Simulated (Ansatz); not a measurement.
Reaction (homolysis of the S–Si bond): `O[SiH2]S[SiH2]F` → `O[SiH2][S]`• + `F[SiH2]`•

Isolated molecules relaxed with PBE0-D4/def2-TZVP in Ansatz; ΔE leaves out vibrations. CCSD(T)/CBS is the MP2 limit (def2-TZVPP, def2-QZVPP) plus CCSD(T) − MP2 in def2-TZVPP, frozen cores. This one scheme is used for every species. DFT in def2-TZVPP. Open shells (•) are unrestricted, without spin–orbit coupling. Each species was taken in one conformer, which may not be the lowest.

| level | ΔE (eV) |
| --- | --- |
| PBE-D4 | 4.02 |
| PBE0-D4 | 4.07 |
| CAM-B3LYP-D4 | 3.97 |
| B2PLYP | 3.96 |
| BHLYP | 3.79 |
| CCSD/def2-SVP | 3.79 |
| CCSD(T)/def2-SVP | 3.86 |
| SCS-MP2/def2-TZVPP | 4.16 |

(1) What does CCSD(T)/CBS give? (An estimate is asked.)

Largest T1 diagnostic among the species: 0.014.

## Answers

(1) Computed: +4.23 eV. The listed levels differ from it by -0.21, -0.16, -0.26, -0.27, -0.44, -0.44, -0.37, -0.07 eV.

The D4 term adds +0.19 eV with B3LYP and +0.10 eV with PBE0; it sums over pairs of atoms, weighted by their polarisabilities, and B3LYP, whose exchange is more repulsive, gets the larger term. From PBE to PBE0 (25 % exact exchange), in def2-TZVPP and without D4, ΔE moves by +0.06 eV.

B3LYP here is the variant with VWN-RPA as its local correlation; programs differ in this.
